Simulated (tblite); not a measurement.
C₄HCl₃FO (doublet state).
Numbering: `[O:1]=[C:2]=[C:3]([CH:4][F:5])[C:6]([Cl:7])([Cl:8])[Cl:9]` (hydrogens: H10 on C4)

Computed geometry: GFN2-xTB, gas phase. This method treats the open shell by occupation alone, without spin polarisation.

Q: List the bond lengths, angles and torsions at this level.

A: 
```tsv
bond	length (Å)
O1=C2	1.158
C2=C3	1.339
C3–C4	1.401
C4–F5	1.340
C3–C6	1.500
C6–Cl7, C6–Cl8, C6–Cl9	1.781
C4–H10	1.072
```

Bonds in one row agree within 0.01 Å and their mean is given. A selection of angles:
```tsv
angle	degrees
O1–C2–C3	178.7
C2–C3–C4	124.1
C2–C3–C6	117.2
C4–C3–C6	118.7
C3–C4–F5	120.1
C3–C4–H10	124.7
F5–C4–H10	115.2
C3–C6–Cl7	109.8
C3–C6–Cl8	110.9
Cl7–C6–Cl8	108.8
Cl8–C6–Cl9	108.3
```

Dihedral angles: C2–C3–C4–F5 0° (synperiplanar); C2–C3–C6–Cl7 6° (synperiplanar). The mirror-image conformer, all signs reversed, is as good.

The 3 C–C bonds span 1.339 Å (C2=C3, drawn double in one of several resonance forms) to 1.500 Å (C3–C6, drawn single), a spread of 0.161 Å. Of the pairs four or more bonds apart, Cl8···H10 is among the closest relative to their van der Waals radii: 2.95 Å, 100 % of the sum of Bondi's values. C3 (carbon bonded to 3 C) is planar (angles 124.1°, 118.7° and 117.2°, sum 360.0°, 0.01 Å off the plane of its three neighbours). C4 (carbon bonded to C, F and H) is planar (angles 124.7°, 120.1° and 115.2°, sum 360.0°, 0.00 Å off the plane of its three neighbours).

Point group: near Cs, missed by 0.23 Å at most; the miss may be what the optimiser left on a soft mode. Its GFN2-xTB frequencies are all real (lowest 23 cm⁻¹). 3 starts were optimised and ended at 0.00, 1.83 and 1.84 kcal/mol (GFN2-xTB); the lowest of these is shown.

The run took 0.57 s on Arm Neoverse V1, one thread, no GPU, shared host with 32 logical CPUs at a one-minute load of 24. These figures are those of the optimisation.
